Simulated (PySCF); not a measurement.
# Reading the logs of faulty runs: BCFH2O

All numbers below are calculated, not measured. They come from PySCF 2.14.0, an open-source quantum chemistry program, on an isolated molecule that a program drew, which may never have been made. The molecule is BCFH2O (charge 0, singlet), drawn as the SMILES string `OC=BF`.

Each row is a Hartree-Fock (HF) and frozen-core CCSD(T) single point in the cc-pVDZ basis, meant for a local HF minimum. Run 1 is clean. Each other run has one planted mistake out of seven kinds, and not every kind appears here: one electron removed, one electron added, multiplicity raised by two, geometry at a saddle point, minimal basis STO-3G, one bond length entered in bohr, all coordinates scaled. The reference is restricted for singlets and unrestricted otherwise, and also for a bond in bohr. Adding or removing an electron swaps singlet and doublet. Electrons count all cores. HOMO and LUMO are orbital energies over both spins, the gradient is its largest component, and the lowest frequency (negative if imaginary) is given only where the gradient is small. Bond lengths are over the 5 bonds as drawn. T1 is the CCSD diagnostic: over 0.02 (restricted) or 0.045 (unrestricted) a single reference is doubtful.

Geometry of the clean run:
```xyz
6
BCFH2O, angstrom
O     0.2100    0.8678   -1.1455
C    -1.0612    0.7756   -1.6893
B    -2.2187    0.6999   -0.9236
F    -3.3219    0.6709   -0.2624
H     0.6675    0.0568   -1.3134
H    -1.1458    0.8233   -2.7713
```

| run | electrons | basis functions | <S^2> | HOMO (eV) | LUMO (eV) | gradient (hartree/bohr) | lowest frequency (cm^-1) | mean bond (Å) | longest bond (Å) | T1 | HF (hartree) | CCSD(T) (hartree) | mistake |
|---|---|---|---|---|---|---|---|---|---|---|---|---|---|
| 1 | 30 | 66 | 0.000 | -8.60 | 2.98 | 2.7e-05 | 177 | 1.2189 | 1.390 | 0.0139 | -237.98507 | -238.59737 | no fault |
| 2 | 30 | 66 | 0.000 | -8.09 | 2.95 | 1.6e-05 | -371 | 1.2175 | 1.387 | 0.0139 | -237.98153 | -238.59377 | geometry at a saddle point |
| 3 | 30 | 66 | 2.013 | -6.35 | 1.36 | 5.9e-02 | - | 1.2189 | 1.390 | 0.0199 | -237.91103 | -238.49823 | multiplicity raised by two |
| 4 | 31 | 66 | 0.789 | 1.26 | 10.16 | 7.7e-02 | - | 1.2189 | 1.390 | 0.0190 | -237.90533 | -238.52916 | one electron added |
| 5 | 30 | 66 | 0.000 | -8.66 | 2.66 | 3.4e-02 | - | 1.2591 | 1.436 | 0.0148 | -237.97776 | -238.59803 | ? |
| 6 | 30 | 22 | 0.000 | -5.97 | 7.40 | 6.3e-02 | - | 1.2189 | 1.390 | 0.0163 | -234.75096 | -234.94836 | ? |

**Which mistake was planted in run 5, and what did it cost?**

The mean and the longest bond both change by the same factor, 1.033, and the gradient is no longer small. So the mistake is: all coordinates scaled. Subtracting run 1 and multiplying by 627.51 kcal/mol a hartree, the energy moved by 4.6 kcal/mol in HF and -0.4 kcal/mol in CCSD(T).

**Which mistake was planted in run 6, and what did it cost?**

It has 22 basis functions where the clean run has 66, with the same electrons and geometry. So the mistake is: minimal basis STO-3G. Subtracting run 1 and multiplying by 627.51 kcal/mol a hartree, the energy moved by 2029.4 kcal/mol in HF and 2289.8 kcal/mol in CCSD(T).

Cautions from the logs. Run 4: the HOMO is above zero, so the electron isn't bound and the energy depends on the basis.
